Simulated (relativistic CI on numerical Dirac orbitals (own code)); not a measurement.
From line strength to rate: S II 5432.81 Å (air)

Problem. For 3s2 3p2 4s 4P_3/2 – 3s2 3p2 4p 4D°_5/2 of S II a semi-empirical relativistic CI calculation gives the line strength S = 31.73 e²a₀² in the length gauge. The measured levels are 109831.59 and 128233.20 cm⁻¹ (NIST Handbook). Find gf, f, A and the partial lifetime.

Working.
1. σ = 128233.20 − 109831.59 = 18401.61 cm⁻¹, so the vacuum wavelength is 10⁸/σ = 5434.31 Å.
2. gf = 303.756 S/λ(Å) = 1.773, log gf = 0.249; with g = 4 for the lower level, f = 0.443.
3. A = 2.02613 × 10¹⁸ S/(g_u λ³) with g_u = 6: A = 6.68 × 10^7 s⁻¹.
4. The partial lifetime for this S is 1/A = 15 ns; in the calculation this line carries 53 % of the decay of the upper level.

Check. The Handbook lists A = 6.80 × 10^7 s⁻¹, a tabulated value with its own uncertainty (a few per cent for the best lines, 25 % or more for others); ours lies 2 % below it. The velocity form of the same calculation gives S = 21.3, and the gap between the two forms is a rough gauge of the error in S. With the computed energy (18098 cm⁻¹) in place of the measured one the rate would change by the factor (σ_calc/σ)³ = 0.95.
